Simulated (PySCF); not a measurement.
**Absolute configuration from chiroptical data**

Computed with TDDFT CAM-B3LYP/def2-SVPD circular dichroism and optical rotation, one conformer, gas phase in PySCF. Geometry: GFN2-xTB.

States above about 8.5 eV (minus the energy of the highest occupied orbital) lie near or above the ionisation threshold and depend on the basis.

Values for one enantiomer of C$_{6}$H$_{10}$FN, R in 10⁻⁴⁰ esu² cm² (velocity form):
```
λ (nm)       f     R
   190   0.017   0.0
   165   0.007  -4.3
   161   0.003  +2.0
   153   0.006  -4.4
   149   0.006  -3.4
   149  0.0003  -0.2
   146   0.010  -9.4
   145   0.010  +4.2
```

[α] at 589.3 nm: -9 deg dm⁻¹ (g/mL)⁻¹ (origin-invariant length gauge).

Question: Which structure gives these signs?
A. F[C@H]1C[C@H]2CC[C@@H]1N2
B. F[C@@H]1C[C@@H]2CC[C@H]1N2

Answer: A. Its CIP labels in SMILES order are S, R, S; the other enantiomer gives every sign reversed.

Geometry of F[C@H]1C[C@H]2CC[C@@H]1N2 as run:
```xyz
18

F    -0.062    2.128   -1.093
C    -0.549    1.427   -0.013
C    -1.450    0.257   -0.444
C    -0.728   -0.937    0.193
C     0.547   -1.234   -0.624
C     1.453   -0.053   -0.230
C     0.561    0.708    0.773
N    -0.241   -0.320    1.424
H    -1.074    2.157    0.609
H    -2.455    0.367   -0.043
H    -1.502    0.190   -1.529
H    -1.365   -1.801    0.371
H     0.345   -1.271   -1.692
H     0.979   -2.189   -0.325
H     1.724    0.572   -1.077
H     2.369   -0.389    0.258
H     1.100    1.350    1.468
H     0.338   -0.958    1.963
```
